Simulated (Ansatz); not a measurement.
Consider the formal exchange of groups at the Si–C bond: `B[SiH](C)CF` + BH₃ → `B[SiH](B)CF` + CH₄.

Calculated with Ansatz (gas phase, PBE0-D4/def2-TZVP geometries, no zero-point term in ΔE). CCSD(T)/CBS adds triple-zeta CCSD(T) − MP2 to the extrapolated MP2 energy (def2 sets, frozen cores). This one scheme is used for every species. Functionals use def2-TZVPP. Each species was taken in one conformer, which may not be the lowest.

```json
{"species": "`B[SiH](C)CF`", "ωB97M-V energy (Eh)": "-495.14610"}
{"species": "BH₃", "ωB97M-V energy (Eh)": "-26.58382"}
{"species": "`B[SiH](B)CF`", "ωB97M-V energy (Eh)": "-481.23422"}
{"species": "CH₄", "ωB97M-V energy (Eh)": "-40.49280"}
```

Work out ΔE.

ΔE = (-481.23422) + (-40.49280) − (-495.14610) − (-26.58382) = 0.00290 Eh = +7.6 kJ/mol. CCSD(T)/CBS gives +4.5 kJ/mol.

Largest T1 diagnostic among the species: 0.014.

From PBE to PBE0 (25 % exact exchange), in def2-TZVPP and without D4, ΔE moves by +8.2 kJ/mol. In def2-TZVPP, CCSD(T) changes the Hartree–Fock value by −11.3 kJ/mol (the triples alone add −1.9 kJ/mol) and MP2 by −4.4 kJ/mol.
